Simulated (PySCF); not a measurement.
PySCF input (HF/def2-TZVPD):

```python
from pyscf import gto, scf, dft

mol = gto.M(
    atom='''
    B     0.65678771    0.52264725    0.14110167
    F     1.16914149    1.25053842   -0.82098580
    C    -0.55529726   -0.43707369   -0.13540889
    F    -0.97676597   -1.13610807    0.99175585
    H    -0.27938564   -1.16432713   -0.91029487
    H    -1.40414894    0.14365984   -0.51969064
    ''',
    basis='def2-tzvpd',
    charge=0,
    spin=1,
    verbose=4,
)

mf = scf.UHF(mol).density_fit(auxbasis='def2-universal-jkfit')
mf.conv_tol = 1e-9
mf.max_cycle = 100
mf.max_memory = 1500
mf.kernel()
if not mf.converged:
    mf = mf.newton()
    mf.kernel(mf.make_rdm1())
for _ in range(2):
    mo, _, stable, _ = mf.stability(return_status=True)
    if stable:
        break
    mf.kernel(mf.make_rdm1(mo, mf.mo_occ))
mf.analyze()
```

End of the output:

```
Extra cycle  E= -262.692375776227  delta_E= -1.01e-10  |g|= 6.37e-06  |ddm|= 1.45e-05
converged SCF energy = -262.692375776227  <S^2> = 0.75341945  2S+1 = 2.0034165
uhf_internal: lowest eigs of H = [0.20067698 0.4830496  0.50529371]
<class 'pyscf.df.df_jk.DFUHF'> wavefunction is stable in the internal stability analysis
**** SCF Summaries ****
Total Energy =                        -262.692375776227436
Nuclear Repulsion Energy =              98.010708254680182
One-electron Energy =                 -558.605155171613433
Two-electron Energy =                  197.902071140705800
Two-electron Coulomb Energy =          227.914789442636334
DFT Exchange-Correlation Energy =      -30.012718301930533
HOMO-LUMO gap [eV] =                    11.009202405424830
**** MO energy ****
                             alpha | beta                alpha | beta
MO #1   energy= -26.3335155815509  | -26.3302119914523  occ= 1 | 1
MO #2   energy= -26.285615515785   | -26.2859712150223  occ= 1 | 1
MO #3   energy= -11.3128038259781  | -11.3097013603653  occ= 1 | 1
MO #4   energy= -7.69789661808889  | -7.67792650316962  occ= 1 | 1
MO #5   energy= -1.64948425352029  | -1.64055233377396  occ= 1 | 1
MO #6   energy= -1.59283968541511  | -1.593388749755    occ= 1 | 1
MO #7   energy= -0.980521605952639 | -0.968421246577797 occ= 1 | 1
MO #8   energy= -0.810475429569316 | -0.797914865612938 occ= 1 | 1
MO #9   energy= -0.736507734182537 | -0.713389552774147 occ= 1 | 1
MO #10  energy= -0.7141777473677   | -0.71012515260237  occ= 1 | 1
MO #11  energy= -0.707144773025915 | -0.700436235227028 occ= 1 | 1
MO #12  energy= -0.694038759385959 | -0.694630726294584 occ= 1 | 1
MO #13  energy= -0.672677738400525 | -0.662711291557169 occ= 1 | 1
MO #14  energy= -0.548837910672842 | -0.543800828531379 occ= 1 | 1
MO #15  energy= -0.544616538914489 | -0.521237815537131 occ= 1 | 1
MO #16  energy= -0.369429228345943 | 0.0351515011080146 occ= 1 | 0
MO #17  energy= 0.054756984886242  | 0.0843165061317741 occ= 0 | 0
MO #18  energy= 0.0745132325299536 | 0.0935420136413604 occ= 0 | 0
MO #19  energy= 0.0824956668656531 | 0.100651912593454  occ= 0 | 0
MO #20  energy= 0.0993605407950361 | 0.120234681516647  occ= 0 | 0
MO #21  energy= 0.120147136844253  | 0.125286304257179  occ= 0 | 0
MO #22  energy= 0.13232578569487   | 0.136424910713944  occ= 0 | 0
MO #23  energy= 0.152071520274497  | 0.153766962256247  occ= 0 | 0
MO #24  energy= 0.157889763631021  | 0.158721889747578  occ= 0 | 0
MO #25  energy= 0.15812968545804   | 0.161673423243719  occ= 0 | 0
MO #26  energy= 0.185500947786942  | 0.189222288088946  occ= 0 | 0
MO #27  energy= 0.189979167700121  | 0.196655470438402  occ= 0 | 0
MO #28  energy= 0.199441471771116  | 0.202418733266738  occ= 0 | 0
MO #29  energy= 0.224524165964555  | 0.227358309654152  occ= 0 | 0
MO #30  energy= 0.227980413124202  | 0.230894679559092  occ= 0 | 0
MO #31  energy= 0.251526767201004  | 0.258025465172554  occ= 0 | 0
MO #32  energy= 0.252247792408483  | 0.263741002507088  occ= 0 | 0
MO #33  energy= 0.265684361295192  | 0.280272245366247  occ= 0 | 0
MO #34  energy= 0.293060016466752  | 0.29576248327209   occ= 0 | 0
MO #35  energy= 0.294317051687327  | 0.29918339340162   occ= 0 | 0
MO #36  energy= 0.295955459852948  | 0.300815909782236  occ= 0 | 0
MO #37  energy= 0.305626599687919  | 0.329233565738166  occ= 0 | 0
MO #38  energy= 0.335751612106281  | 0.336289379624178  occ= 0 | 0
MO #39  energy= 0.358843658643296  | 0.362204484534304  occ= 0 | 0
MO #40  energy= 0.380404648628387  | 0.39210857348499   occ= 0 | 0
MO #41  energy= 0.402731243122969  | 0.407394744849411  occ= 0 | 0
MO #42  energy= 0.408058828280714  | 0.409430891747856  occ= 0 | 0
MO #43  energy= 0.413865772922207  | 0.42050098655573   occ= 0 | 0
MO #44  energy= 0.424034164413338  | 0.427792184393235  occ= 0 | 0
MO #45  energy= 0.442296069962567  | 0.448237699695373  occ= 0 | 0
MO #46  energy= 0.444487488090674  | 0.44945836800087   occ= 0 | 0
MO #47  energy= 0.447390550816487  | 0.464425868389825  occ= 0 | 0
MO #48  energy= 0.466590909001916  | 0.471398613640905  occ= 0 | 0
MO #49  energy= 0.510294726655916  | 0.514352145800884  occ= 0 | 0
MO #50  energy= 0.510356295178832  | 0.515573120422119  occ= 0 | 0
MO #51  energy= 0.534524700656392  | 0.5369406517588    occ= 0 | 0
MO #52  energy= 0.577558196264761  | 0.588727715251825  occ= 0 | 0
MO #53  energy= 0.579784527989143  | 0.598711080157213  occ= 0 | 0
MO #54  energy= 0.609214969115161  | 0.618300404793365  occ= 0 | 0
MO #55  energy= 0.642368998632833  | 0.667301449395913  occ= 0 | 0
MO #56  energy= 0.692173390572245  | 0.694075753316393  occ= 0 | 0
MO #57  energy= 0.713830211383638  | 0.719396820527389  occ= 0 | 0
MO #58  energy= 0.716646167028641  | 0.725494311817362  occ= 0 | 0
MO #59  energy= 0.741160336542764  | 0.746137282012786  occ= 0 | 0
MO #60  energy= 0.749316490608577  | 0.764088492815945  occ= 0 | 0
MO #61  energy= 0.776454659731899  | 0.780729965473121  occ= 0 | 0
MO #62  energy= 0.781670446896758  | 0.793403841304867  occ= 0 | 0
MO #63  energy= 0.795973235871702  | 0.806138651883258  occ= 0 | 0
MO #64  energy= 0.800961172763092  | 0.812648081745812  occ= 0 | 0
MO #65  energy= 0.842873132037411  | 0.854197623764832  occ= 0 | 0
MO #66  energy= 0.856789810423061  | 0.860650450481254  occ= 0 | 0
MO #67  energy= 0.856886033058084  | 0.860717113499823  occ= 0 | 0
MO #68  energy= 0.868351445833303  | 0.871228785450452  occ= 0 | 0
MO #69  energy= 0.881348657075668  | 0.886710482224415  occ= 0 | 0
MO #70  energy= 0.908756189407324  | 0.915703948044015  occ= 0 | 0
MO #71  energy= 0.945255454940746  | 0.949131519485523  occ= 0 | 0
MO #72  energy= 1.0456325953872    | 1.05813910000519   occ= 0 | 0
MO #73  energy= 1.06557713429473   | 1.07789158672477   occ= 0 | 0
MO #74  energy= 1.10806193589993   | 1.13926042494261   occ= 0 | 0
MO #75  energy= 1.13465426388561   | 1.15126983499641   occ= 0 | 0
MO #76  energy= 1.17226048804282   | 1.17745741260045   occ= 0 | 0
MO #77  energy= 1.17946371199675   | 1.1836443945908    occ= 0 | 0
MO #78  energy= 1.22317597171182   | 1.22921353623885   occ= 0 | 0
MO #79  energy= 1.23964958627926   | 1.2497116224222    occ= 0 | 0
MO #80  energy= 1.26283740120224   | 1.27725444916132   occ= 0 | 0
MO #81  energy= 1.33051391409755   | 1.3321630266566    occ= 0 | 0
MO #82  energy= 1.33886891110485   | 1.34119522565581   occ= 0 | 0
MO #83  energy= 1.34123439384618   | 1.34908523427493   occ= 0 | 0
MO #84  energy= 1.41714325440307   | 1.42085878319851   occ= 0 | 0
MO #85  energy= 1.4202552597797    | 1.43175332343161   occ= 0 | 0
MO #86  energy= 1.45769812913692   | 1.4612068615441    occ= 0 | 0
MO #87  energy= 1.52750111175738   | 1.54352760257817   occ= 0 | 0
MO #88  energy= 1.57680910163846   | 1.58610702149977   occ= 0 | 0
MO #89  energy= 1.6100260874082    | 1.6214029623436    occ= 0 | 0
MO #90  energy= 1.75024728276726   | 1.75307669166294   occ= 0 | 0
MO #91  energy= 1.87475283598007   | 1.88204624714312   occ= 0 | 0
MO #92  energy= 1.98469918295147   | 1.99467050526086   occ= 0 | 0
MO #93  energy= 2.00102786125894   | 2.00499781927591   occ= 0 | 0
MO #94  energy= 2.02087156822364   | 2.03335116139001   occ= 0 | 0
MO #95  energy= 2.02930220654792   | 2.04100138389039   occ= 0 | 0
MO #96  energy= 2.1077992523457    | 2.13116154307807   occ= 0 | 0
MO #97  energy= 2.12698989512679   | 2.14280874609275   occ= 0 | 0
MO #98  energy= 2.15553506090819   | 2.1589926344446    occ= 0 | 0
MO #99  energy= 2.17016666642407   | 2.20180684142762   occ= 0 | 0
MO #100 energy= 2.20690337576003   | 2.22679971876821   occ= 0 | 0
MO #101 energy= 2.26205144413012   | 2.27067178240523   occ= 0 | 0
MO #102 energy= 2.26557766162236   | 2.29347535045323   occ= 0 | 0
MO #103 energy= 2.31250588323303   | 2.32753789753677   occ= 0 | 0
MO #104 energy= 2.39339502722528   | 2.40125997672927   occ= 0 | 0
[...]
```

It need not be the lowest isomer of its formula.
